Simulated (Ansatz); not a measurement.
Consider the formal hydrolysis of the Si–C bond: `CN[SiH2]CCl` + H₂O → `CN[SiH2]O` + `CCl`.

Isolated molecules relaxed with PBE0-D4/def2-TZVP in Ansatz; ΔE leaves out vibrations. CBS: MP2 limit from def2 TZ/QZ plus the TZ coupled-cluster correction, frozen cores. This one scheme is used for every species. Functionals use def2-TZVPP. B3LYP here is the variant with VWN-RPA as its local correlation; programs differ in this. One conformer a species, not always the lowest.

`CN[SiH2]CCl`:

```xyz
13

C    -0.851    0.129   -1.710
N     0.171    0.775   -0.914
Si    0.191    0.740    0.794
C     0.473   -0.967    1.552
Cl    2.020   -1.636    0.953
H    -0.982    0.640   -2.668
H    -1.809    0.183   -1.186
H    -0.643   -0.929   -1.915
H     1.059    0.851   -1.384
H     1.287    1.626    1.260
H    -1.138    1.191    1.296
H    -0.311   -1.676    1.281
H     0.532   -0.928    2.641
```

H₂O:

Z-matrix (Å, degrees):
```
O
H 1 0.960
H 1 0.960 2 105.1
```

`CN[SiH2]O`:

```xyz
11

C    -1.388    0.739    0.041
N    -0.452   -0.175    0.655
Si    1.188   -0.354    0.222
O     1.547   -1.329   -1.062
H    -2.014    0.270   -0.728
H    -0.839    1.555   -0.435
H    -2.051    1.190    0.786
H    -0.892   -0.911    1.185
H     1.883   -1.006    1.353
H     1.669    1.023   -0.078
H     1.350   -1.002   -1.940
```

`CCl`:

Z-matrix (Å, degrees):
```
C
Cl 1 1.773
H 1 1.088 2 108.6
H 1 1.087 2 108.7 3 -120.0
H 1 1.088 2 108.7 3 120.0
```

CCSD(T)/CBS gives -1.10 eV.

**Question.** Another level gave -1.16 eV. Which?
A. HF/def2-TZVPP
B. CCSD/def2-TZVPP
C. B3LYP/def2-TZVPP
D. PBE0-D4/def2-TZVPP

**Answer.** B. CCSD/def2-TZVPP -1.16, PBE0-D4 -1.06, B3LYP -1.24, HF/def2-TZVPP -1.34 eV.

Largest T1 diagnostic among the species: 0.011.

In def2-TZVPP, CCSD(T) changes the Hartree–Fock value by +0.21 eV (the triples alone add +0.03 eV) and MP2 by +0.20 eV. The D4 term adds +0.10 eV with B3LYP and +0.06 eV with PBE0; it sums over pairs of atoms, weighted by their polarisabilities, and B3LYP, whose exchange is more repulsive, gets the larger term.
